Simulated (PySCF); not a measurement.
**Correlation energy of Ga¹⁴⁺ (gallium, charge +14)**

[Ne] 3s2 3p5, 2P determinant. Computed with PySCF 2.14 in an even-tempered Gaussian basis (19 s from 0.93 bohr⁻², ratio 2.5; 12 p from 1.2 bohr⁻², ratio 2.5; 5 d from 7.8 bohr⁻², ratio 2.7; 4 f from 12 bohr⁻², ratio 2.7), with scalar relativity by spin-free X2C-1e. Frozen: 1s2; 15 electrons correlated; the 22 highest virtual orbitals of each spin left out.

```
  level  correlation energy (mhartree)
   CCSD                        -574.47
    (T)                          -2.83
CCSD(T)                        -577.30
```

Diagnostics: T1 = 0.0017, D1 = 0.0070, largest double amplitude 0.033.

Spin-orbit coupling, absent here, splits the open shell strongly.

Cost of the coupled-cluster step: about 90 core-seconds, for 15 correlated electrons.

Iterations:

```
CC2 = 0
CCSD nocc = (np.int64(8), np.int64(7)), nmo = (85, 85)
frozen orbitals [[0, 86, 87, 88, 89, 90, 91, 92, 93, 94, 95, 96, 97, 98, 99, 100, 101, 102, 103, 104, 105, 106, 107], [0, 86, 87, 88, 89, 90, 91, 92, 93, 94, 95, 96, 97, 98, 99, 100, 101, 102, 103, 104, 105, 106, 107]]
max_cycle = 100
direct = 0
conv_tol = 1e-08
conv_tol_normt = 1e-06
diis_space = 8
diis_start_cycle = 0
Init t2, MP2 energy = -0.559440614566152
Init E_corr(UCCSD) = -0.559440614566431
cycle = 1  E_corr(UCCSD) = -0.570752258056092  dE = -0.0113116435  norm(t1,t2) = 0.0148257
cycle = 2  E_corr(UCCSD) = -0.573709503589154  dE = -0.00295724553  norm(t1,t2) = 0.00367612
cycle = 3  E_corr(UCCSD) = -0.574488011927468  dE = -0.000778508338  norm(t1,t2) = 0.00105217
cycle = 4  E_corr(UCCSD) = -0.574476441410147  dE = 1.15705173e-05  norm(t1,t2) = 7.61489e-05
cycle = 5  E_corr(UCCSD) = -0.574474371553982  dE = 2.06985617e-06  norm(t1,t2) = 7.11369e-06
cycle = 6  E_corr(UCCSD) = -0.574474796015248  dE = -4.24461266e-07  norm(t1,t2) = 1.4426e-06
cycle = 7  E_corr(UCCSD) = -0.574474774643629  dE = 2.13716184e-08  norm(t1,t2) = 1.01374e-07
cycle = 8  E_corr(UCCSD) = -0.574474774381179  dE = 2.62450395e-10  norm(t1,t2) = 1.64072e-08
UCCSD converged
E(UCCSD) = -1851.023524669131  E_corr = -0.574474774381179
UCCSD(T) correction = -0.00283465413977851
```

At this charge the one-electron X2C treatment keeps the bare 1/r₁₂, with no two-electron picture change or Breit term. The effect here is smaller than on the frozen 1s shell; and a scalar Hamiltonian misses the large spin-orbit splitting of the p shells, which matters for ns² → np² pairs.
